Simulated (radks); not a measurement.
Neutral potassium inside a hard spherical wall (all orbitals vanish at R), configuration held at [Ar] 4s1 and not refilled when levels cross. Method: non-relativistic Kohn-Sham, LDA (Slater exchange, VWN5 correlation), spin-unpolarised, spherical densities, point nucleus; computed with a radial shooting solver on a logarithmic mesh with Libxc functionals. Eigenvalues in eV, with the zero of energy where the potential of the charges vanishes at infinity; a dash marks a level that is unbound or too diffuse for the functional's potential to be trusted. A positive occupied level is held by the wall or, in an anion where self-interaction has pushed it up, behind a barrier. The pressure on the wall is -dE/dV.

| R (bohr) | E (hartree) | kinetic (hartree) | e(2p) | e(3s) | e(3p) | e(4s) | e(4p, empty) | e(5s, empty) | pressure (GPa) |
|---|---|---|---|---|---|---|---|---|---|
| free | -598.20059 | 597.172 | -279.84 | -34.882 | -18.879 | -2.417 | -0.845 | -0.071 | 0 |
| 10 | -598.19603 | 597.200 | -279.51 | -34.566 | -18.567 | -2.137 | -0.204 | 3.387 | 0.0776 |
| 7 | -598.16093 | 597.332 | -278.52 | -33.622 | -17.646 | -0.724 | 2.136 | 11.506 | 1.39 |
| 5 | -598.00984 | 597.808 | -276.54 | -31.887 | -15.969 | 4.135 | 8.943 | 31.857 | 15.6 |
| 3.5 | -597.29887 | 600.213 | -269.96 | -27.178 | -11.177 | 22.066 | 30.469 | 87.661 | 217 |
| 3 | -596.42096 | 603.207 | -263.16 | -22.653 | -6.296 | 39.913 | 50.074 | 134.19 | 681 |
| 2 | -588.14061 | 627.810 | -222.31 | 9.268 | 28.655 | 159.43 | 170.82 | 397.89 | 11900 |
| 1.5 | -567.63501 | 678.779 | -165.23 | 77.505 | 99.372 | 379.32 | 379.50 | 831.10 | 77900 |
